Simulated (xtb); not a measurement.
xtb input (GFN1-xTB):

```bash
xtb mol.xyz --gfn 1 --sp --chrg 0 --uhf 0
```
mol.xyz:
```
13

C     -2.87677779     0.63178775    -0.83436477
C     -1.67250654     1.10125606    -0.52969952
C     -0.39526307     0.47428703    -0.95887656
Se     0.49258972    -0.36034987     0.61251816
C      2.28161885    -0.51710694    -0.17997099
H     -3.00019241    -0.25745745    -1.44200660
H     -3.77880138     1.11890290    -0.48819246
H     -1.58180035     1.98535009     0.09390333
H     -0.55427294    -0.29370151    -1.71354028
H      0.30737351     1.21741184    -1.33635089
H      2.91934701    -0.97557097     0.57299341
H      2.24930784    -1.15222848    -1.06244327
H      2.66855951     0.46784607    -0.43250966
```

End of the output:

```
         :::::::::::::::::::::::::::::::::::::::::::::::::::::
         ::                     SUMMARY                     ::
         :::::::::::::::::::::::::::::::::::::::::::::::::::::
         :: total energy             -16.076229882602 Eh    ::
         :: gradient norm              0.011830373381 Eh/a0 ::
         :: HOMO-LUMO gap              3.641981394958 eV    ::
         ::.................................................::
         :: SCC energy               -16.279918380499 Eh    ::
         :: -> electrostatic           0.000634091873 Eh    ::
         :: repulsion energy           0.208270751410 Eh    ::
         :: dispersion energy         -0.004582253513 Eh    ::
         :: halogen bond corr.         0.000000000000 Eh    ::
         :: add. restraining           0.000000000000 Eh    ::
         :: total charge               0.000000000000 e     ::
         :::::::::::::::::::::::::::::::::::::::::::::::::::::

           -------------------------------------------------
          |                Property Printout                |
           -------------------------------------------------

    * Orbital Energies and Occupations

         #    Occupation            Energy/Eh            Energy/eV
      -------------------------------------------------------------
         1        2.0000           -0.8816231             -23.9902
       ...           ...                  ...                  ...
         3        2.0000           -0.6247437             -17.0001
         4        2.0000           -0.6224978             -16.9390
         5        2.0000           -0.5879656             -15.9994
         6        2.0000           -0.5536951             -15.0668
         7        2.0000           -0.5287652             -14.3884
         8        2.0000           -0.5230685             -14.2334
         9        2.0000           -0.5202177             -14.1558
        10        2.0000           -0.5071418             -13.8000
        11        2.0000           -0.4804790             -13.0745
        12        2.0000           -0.4736932             -12.8898
        13        2.0000           -0.4622958             -12.5797
        14        2.0000           -0.4246719             -11.5559
        15        2.0000           -0.3790847             -10.3154 (HOMO)
        16                         -0.2452444              -6.6734 (LUMO)
Note: The following floating-point exceptions are signalling: IEEE_DENORMAL
normal termination of xtb
        17                         -0.2076756              -5.6511
        18                         -0.1706564              -4.6438
        19                         -0.1104139              -3.0045
        20                         -0.1048295              -2.8526
        21                         -0.0979145              -2.6644
        22                         -0.0890327              -2.4227
        23                         -0.0738777              -2.0103
        24                         -0.0643801              -1.7519
        25                         -0.0525837              -1.4309
        26                         -0.0483041              -1.3144
       ...                                ...                  ...
        41                          0.5834939              15.8777
      -------------------------------------------------------------
                  HL-Gap            0.1338404 Eh            3.6420 eV
             Fermi-level           -0.3121646 Eh           -8.4944 eV

  Mulliken/CM5 charges         n(s)   n(p)   n(d)
     1C    -0.09004 -0.19254   1.044  3.046  0.000
     2C    -0.01955 -0.08312   1.066  2.954  0.000
     3C    -0.04963 -0.15417   1.055  2.995  0.000
     4Se    0.03952  0.03002   1.960  4.059 -0.059
     5C    -0.09120 -0.24044   1.032  3.059  0.000
     6H     0.02775  0.08096   0.972  0.000  0.000
     7H     0.03044  0.08318   0.970  0.000  0.000
     8H     0.02224  0.07842   0.978  0.000  0.000
     9H     0.02230  0.07841   0.978  0.000  0.000
    10H     0.02812  0.08392   0.972  0.000  0.000
    11H     0.03055  0.08240   0.969  0.000  0.000
    12H     0.02491  0.07665   0.975  0.000  0.000
    13H     0.02459  0.07632   0.975  0.000  0.000

Wiberg/Mayer (AO) data.
largest (>0.10) Wiberg bond orders for each atom

 ---------------------------------------------------------------------------
     #   Z sym  total        # sym  WBO       # sym  WBO       # sym  WBO
 ---------------------------------------------------------------------------
     1   6 C    3.991 --     2 C    1.953     6 H    0.979     7 H    0.979
     2   6 C    3.995 --     1 C    1.953     3 C    1.060     8 H    0.974
     3   6 C    3.993 --     2 C    1.060     9 H    0.992    10 H    0.983
                             4 Se   0.914
     4  34 Se   1.945 --     5 C    0.976     3 C    0.914
     5   6 C    3.989 --    12 H    1.002    13 H    1.001    11 H    0.996
                             4 Se   0.976
     6   1 H    1.004 --     1 C    0.979
     7   1 H    1.006 --     1 C    0.979
     8   1 H    1.006 --     2 C    0.974
     9   1 H    1.013 --     3 C    0.992
    10   1 H    1.012 --     3 C    0.983
    11   1 H    1.006 --     5 C    0.996
    12   1 H    1.010 --     5 C    1.002
    13   1 H    1.009 --     5 C    1.001
 ---------------------------------------------------------------------------

Topologies differ in total number of bonds
Writing topology from bond orders to xtbtopo.mol

 dipole moment from electron density (au)
     X       Y       Z
   0.2869   0.0341  -0.1378  total (Debye):    0.814

           -------------------------------------------------
          | TOTAL ENERGY              -16.076229882602 Eh   |
          | GRADIENT NORM               0.011830373381 Eh/α |
          | HOMO-LUMO GAP               3.641981394958 eV   |
           -------------------------------------------------

------------------------------------------------------------------------
------------------------------------------------------------------------
 total:
 SCF:
```
